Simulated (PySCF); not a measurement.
Te(Et)(tBu), C₆H₁₄Te, SMILES CC[Te]C(C)(C)C, GFN2-xTB optimised geometry.

```
21

Te    -0.74    -0.79     0.00
C     -0.98     1.38     0.00
C     -2.42     1.77     0.28
H     -0.67     1.77    -0.97
H     -0.32     1.80     0.76
H     -2.74     1.40     1.25
H     -3.08     1.36    -0.47
H     -2.52     2.85     0.27
C      1.48    -0.79     0.00
C      1.91    -2.24    -0.17
C      1.99     0.05    -1.16
C      1.99    -0.24     1.32
H      3.00    -2.30    -0.17
H      1.55    -2.64    -1.11
H      1.53    -2.85     0.64
H      1.61    -0.32    -2.11
H      1.70     1.09    -1.04
H      3.08     0.02    -1.18
H      1.67     0.79     1.47
H      1.63    -0.84     2.16
H      3.08    -0.26     1.33
```

Density from PySCF with PBE0/def2-SVP, def2 effective core potentials past Kr at that geometry. The core electrons that the potentials of Te replace are not part of the density.

Minimum of the electron density along straight lines between bonded atoms, close to the bond critical point (lines longer than 1.1 times the sum of covalent radii, or with two minima, are not listed):

```
bond     length / Å  ρ at the minimum / e bohr⁻³  ∇²ρ there / e bohr⁻⁵  position (fraction from the first atom)
-------  ----------  ---------------------------  --------------------  ---------------------------------------
Te1–C2        2.185                        0.106                  0.01                                     0.51
C2–C3         1.514                        0.246                 -0.56                                     0.51
C2–H4         1.088                        0.279                 -1.04                                     0.63
C2–H5         1.088                        0.278                 -1.03                                     0.63
C3–H6         1.088                        0.277                 -1.02                                     0.63
C3–H7         1.088                        0.277                 -1.02                                     0.63
C3–H8         1.089                        0.275                 -1.00                                     0.62
Te1–C9        2.216                        0.103                  0.00                                     0.51
C9–C10        1.521                        0.247                 -0.56                                     0.51
C9–C11        1.519                        0.248                 -0.57                                     0.51
C9–C12        1.520                        0.248                 -0.57                                     0.51
C10–H13       1.090                        0.274                 -0.99                                     0.62
C10–H14       1.088                        0.277                 -1.02                                     0.63
C10–H15       1.088                        0.276                 -1.01                                     0.62
C11–H16       1.088                        0.277                 -1.02                                     0.63
C11–H17       1.088                        0.277                 -1.01                                     0.62
C11–H18       1.091                        0.274                 -0.99                                     0.62
C12–H19       1.088                        0.276                 -1.01                                     0.62
C12–H20       1.088                        0.277                 -1.02                                     0.63
C12–H21       1.091                        0.274                 -0.99                                     0.62
```
